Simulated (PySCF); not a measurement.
# S⁻ (sulfur, charge -1) across methods

[Ne] 3s2 3p5, 2P determinant. Computed with PySCF 2.14 in aug-cc-pV(D+d)Z, with no relativity, point nucleus.

| method | E (hartree) | mean ε 3s β (eV) | mean ε 3p α (eV) | mean ε 3p β (eV) | Σ⟨r²⟩ (bohr²) | ⟨S²⟩ |
| --- | --- | --- | --- | --- | --- | --- |
| UHF | -397.53275 | -14.436 | -3.500 | -2.270 | 43.33 | 0.761 |
| wB97X-V | -398.1235 | -12.824 | -2.886 | -2.119 | 43.68 | 0.754 |
| PBE0 | -398.0466 | -10.034 | -0.650 | 0.156 | 43.95 | 0.754 |
| PW91 | -398.1747 | -8.339 | 0.433 | 1.138 | 44.94 | 0.753 |
| r2SCAN0 | -398.1560 | -10.210 | -0.852 | 0.028 | 43.60 | 0.757 |
| PBE | -398.0134 | -8.303 | 0.460 | 1.170 | 45.03 | 0.753 |
| r2SCAN | -398.1581 | -8.585 | 0.202 | 1.014 | 44.08 | 0.757 |
| BHandHLYP | -398.1903 | -11.748 | -1.643 | -0.800 | 43.79 | 0.755 |
| LDA | -396.8076 | -8.479 | 0.344 | 1.058 | 45.42 | 0.753 |

The highest occupied level is positive at PBE0, PW91, r2SCAN0, PBE, r2SCAN, LDA: only the finite basis holds that electron, which in a density functional comes from self-interaction.
